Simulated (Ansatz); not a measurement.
Ansatz (a quantum-chemistry and plane-wave program) input (CAM-B3LYP/def2-TZVPD):

Ansatz 0.2 input:
```yaml
crystal:
  periodic: [false, false, false]
  atoms:
    - {symbol: C, position_ang: [1.77894681, -0.74197949, 0.10827623]}
    - {symbol: Al, position_ang: [-0.00805223, 0.04846776, -0.00454877]}
    - {symbol: C, position_ang: [-1.64991533, -1.00120093, 0.03964769]}
    - {symbol: O, position_ang: [-0.20851206, 1.73908207, -0.14937184]}
    - {symbol: H, position_ang: [1.90333930, -1.29021087, 1.04751459]}
    - {symbol: H, position_ang: [2.58297413, -0.00537283, 0.04790693]}
    - {symbol: H, position_ang: [1.93543899, -1.46934935, -0.69447157]}
    - {symbol: H, position_ang: [-2.53869183, -0.37135198, -0.02750768]}
    - {symbol: H, position_ang: [-1.68385862, -1.71908563, -0.78557429]}
    - {symbol: H, position_ang: [-1.72181067, -1.58720678, 0.96097413]}
    - {symbol: H, position_ang: [0.52119538, 2.35892238, -0.18227699]}
basis:
  gaussian:
    orbitals: def2-TZVPD
hamiltonian:
  xc: {name: CAM-B3LYP}
magnetization: {spin_polarized: true, initial_magnetization: 2}
```

Output:

```
Functional definition: CAM-B3LYP
integrals: 0.16 GiB planned
1162 factors; their error is unknown
integrals: 0.20 GiB planned
537 factors; integrals over basis functions are off by at most 1.5e-5 eV
0.35 GiB of the device are held for the grids
1.54 GiB of device memory are held for the factors and their scratch space
mean field: 1.25 GiB planned
mean field evaluation 1: about -10817.5344 eV, gradient 5.3e1 eV
mean field evaluation 2: about -10804.3192 eV, gradient 7.9e1 eV
mean field evaluation 4: about -10828.3179 eV, gradient 2.5e0 eV
mean field evaluation 8: about -10828.3775 eV, gradient 1.8e-1 eV
mean field evaluation 16: about -10828.3717 eV, gradient 5.6e-3 eV
mean field evaluation 32: about -10828.3753 eV, gradient 1.7e-5 eV
mean field -10828.37525729 eV, -397.9354509689 hartree, gradient 8.8e-6 eV, S^2 2.013712; 4 other end points of the search recorded, 0 dependent functions left out
reference -10828.37539306 eV, -397.9354559585 hartree; 21, 19 occupied and 199, 201 virtual orbitals, 1162 factors
Total energy: -10828.37539306 eV, -397.9354559585 hartree
```

This state (charge 0, triplet) is run at the relaxed geometry of the species with charge 0 and multiplicity 1, and is a spin state other than that species' own.
